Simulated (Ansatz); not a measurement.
Coupled-cluster run, CH5AlO2Si.

```yaml
crystal:
  periodic: [false, false, false]
  atoms:
    - {symbol: O, position_ang: [0.997844, 0.689289, 0.843381]}
    - {symbol: C, position_ang: [-0.389500, -0.030648, 0.983762]}
    - {symbol: Si, position_ang: [-0.157088, -1.660060, 0.046010]}
    - {symbol: Al, position_ang: [0.097334, 0.467756, -0.841129]}
    - {symbol: O, position_ang: [0.118199, 1.851503, -1.814107]}
    - {symbol: H, position_ang: [0.878687, 1.582888, 1.187557]}
    - {symbol: H, position_ang: [-0.763657, 0.138419, 1.988278]}
    - {symbol: H, position_ang: [0.715517, -2.773354, 0.535438]}
    - {symbol: H, position_ang: [-1.538367, -2.173335, -0.157938]}
    - {symbol: H, position_ang: [0.124029, 1.856342, -2.768451]}
basis:
  gaussian: {orbitals: def2-TZVPP}
correlation: {method: ccsd_t}
output: {orbitals: {seedname: orbitals}}
```

```sh
$ ansatz run in.yaml --threads 4 --pin off --events-out ev --progress --plain
```

The program prints (abridged):

```
Functional definition: HF
1485 factors; integrals over basis functions are off by at most 9.3e-4 eV
mean field evaluation 1: about -19625.5763 eV, gradient 5.0e1 eV
mean field evaluation 2: about -19625.8944 eV, gradient 5.0e1 eV
mean field evaluation 4: about -19631.1786 eV, gradient 4.2e0 eV
mean field evaluation 8: about -19631.2909 eV, gradient 4.3e-1 eV
mean field evaluation 16: about -19631.2925 eV, gradient 1.8e-6 eV
mean field -19631.29245286 eV, -721.4366910746 hartree, gradient 1.8e-6 eV, S^2 0.000000; 0 other end points of the search recorded, 0 dependent functions left out
13 core orbitals not correlated: weight in the atoms' cores, before any rotation towards them, 1.000 or more for the frozen orbitals, at most 0.000 for the correlated occupied ones
reference -19631.29245286 eV, -721.4366910746 hartree; 14, 14 occupied and 220, 220 virtual orbitals, 1485 factors
second order -23.05184004 eV of doubles, -0.00000000 eV of singles
cycle   1  -23.20365998 eV  change   -1.5e-1 eV  update   1.1e-1
cycle   2  -23.80316617 eV  change   -6.0e-1 eV  update   3.5e-2
cycle   3  -23.94376404 eV  change   -1.4e-1 eV  update   1.9e-2
cycle   4  -23.92662026 eV  change    1.7e-2 eV  update   5.0e-3
cycle   5  -23.92543455 eV  change    1.2e-3 eV  update   2.6e-3
cycle   6  -23.92646488 eV  change   -1.0e-3 eV  update   1.0e-3
cycle   7  -23.92574941 eV  change    7.2e-4 eV  update   4.9e-4
cycle   8  -23.92567670 eV  change    7.3e-5 eV  update   2.0e-4
cycle   9  -23.92580087 eV  change   -1.2e-4 eV  update   8.4e-5
cycle  10  -23.92578947 eV  change    1.1e-5 eV  update   3.3e-5
perturbative correction -0.98920471 eV, -0.0363526024 hartree
Total energy: -19656.20744704 eV, -722.3523002226 hartree
```

Run time 120 s (4 threads of a server CPU on a shared host); peak host memory 4.9 GiB.

The correlation energy is -24.915 eV, 4.0 % of it from (T); the T1 diagnostic reads 0.0146.
